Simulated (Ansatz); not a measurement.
`[CH3][InH][CH3]` + `[NH2][W](=[O])([OH])=[S]` → `C[O][W]([NH2])(=[O])=[S]` + `[CH3][InH2]`  (substitution at a C–In bond)

Isolated molecules relaxed with PBE0-D4/def2-TZVP in Ansatz; ΔE leaves out vibrations. CCSD(T)/CBS is the MP2 limit (def2-TZVPP, def2-QZVPP) plus CCSD(T) − MP2 in def2-TZVPP, frozen cores. Functionals use def2-TZVPP. B3LYP here is the variant with VWN-RPA as its local correlation; programs differ in this. HSE06 is defined as in plane-wave codes. def2 core potentials past Kr. For In, W outer-core shells are correlated without core-valence functions, which leaves a few kJ/mol of doubt a bond. One conformer a species, not always the lowest.

| level | ΔE (kJ/mol) | difference from CCSD(T)/CBS |
| --- | --- | --- |
| PBE-D4 | 62.0 | -7.7 |
| r2SCAN-D4 | 62.6 | -7.1 |
| PBE0-D4 | 61.8 | -7.9 |
| r2SCANh-D4 | 62.7 | -7.0 |
| HSE06-D4 | 62.0 | -7.7 |
| CAM-B3LYP-D4 | 54.8 | -14.9 |
| ωB97X-V | 57.8 | -11.9 |
| PBE | 64.0 | -5.7 |
| revPBE | 65.4 | -4.3 |
| B3LYP | 59.5 | -10.2 |
| HSE06 | 63.7 | -6.0 |
| CAM-B3LYP | 56.7 | -13.0 |
| CCSD/def2-SVP | 41.3 | -28.4 |
| CCSD(T)/def2-TZVPP | 63.9 | -5.8 |
| MP2/def2-QZVPP | 74.8 | 5.1 |
| HF/CBS(def2) | 47.3 | -22.4 |
| CCSD(T)/CBS | 69.7 | 0 |

Largest T1 diagnostic among the species: 0.022, so the coupled-cluster value is less sure than usual.

At CCSD(T), def2-SVP lies −29.3 kJ/mol from the extrapolated value and def2-TZVPP −5.8 kJ/mol. The D4 term adds −3.0 kJ/mol with B3LYP and −1.8 kJ/mol with PBE0; it sums over pairs of atoms, weighted by their polarisabilities, and B3LYP, whose exchange is more repulsive, gets the larger term. In def2-TZVPP, CCSD(T) changes the Hartree–Fock value by +16.5 kJ/mol (the triples alone add +0.5 kJ/mol) and MP2 by +24.1 kJ/mol.
